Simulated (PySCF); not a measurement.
Structure from NMR data

Molecular formula: C₅H₆BNO₂. Simulated spectra:

$^{1}$H NMR (400 MHz, computed): δ 7.90 (d, J = 4.2 Hz, 1H), 6.26 (d, J = 4.2 Hz, 1H), 3.81 (br, 2H), 3.10 (s, 2H).

$^{13}$C{$^{1}$H} NMR (computed): δ 190.5, 188.7, 118.8, 104.7, 26.7.

- shieldings: GIAO PBE0/pcSseg-1
- PBE0-D3(BJ)/def2-SVP structure
- J: B3LYP/pcJ-1 (spin–dipole term only in couplings to heteroatoms)
- program: PySCF 2.14
- no solvent model, one computed conformer, equivalent nuclei averaged, non-relativistic Hamiltonian

δ = σ(ref) − σ, references computed at the same level: TMS for $^{1}$H (σ = 31.27 ppm), $^{13}$C (σ = 184.41 ppm).

Propose a structure and justify it.

Results:


5 carbon signals for 5 carbons: no two carbons are equivalent. Carbon types of the structure: 2 × C, 2 × CH, 1 × CH2, leaving 2 H on heteroatoms. δC 190.5: ketone carbonyl carbon; the double bond to the heteroatom, with no lone-pair donor beside it, deshields it most. δC 188.7: alkene carbon bearing oxygen; an sp2 carbon further deshielded by the attached heteroatom. δC 118.8: nitrile carbon; this is the usual window of a C≡N carbon, which has no attached hydrogen. δC 104.7: β carbon of an enol-ether or enamine type C=C; the O or N lone pair pushes π density onto this β carbon and shields it. δC 26.7: sp3 CH2 α to a carbonyl; the adjacent C=O deshields it moderately. δH 6.26: hydrogen on a β carbon of an enol-ether or enamine type C=C; a vinylic proton, deshielded by the sp2 carbon and the C=C anisotropy. δH 3.10: hydrogen on an sp3 CH2 α to a carbonyl; α to C=O. The protons at 7.90 and 6.26 share a coupling of 4.2 Hz (vicinal, cis across C=C).

Structure: `[BH2-]1[O+]=C(CC#N)C=CO1`.

The data come from this structure; uniqueness wasn't tested.

Hydrogens on boron are broadened and split by $^{11}$B (spin 3/2, 80 %) and 10B (spin 3). Splittings below 1 Hz are ignored in the labels, and close J values are merged. Unscaled 3J(H,H) at this level run about 10 % above measured values. Shifts are as computed. Against solution values, carbons near 30 ppm lie about +2 ppm off and those near 130 ppm about +5 ppm. Of 1313 compounds with measured shifts, 239 miss one by over three times the rms of a fit or turn the order of signals round; such compounds aren't used in these exercises.
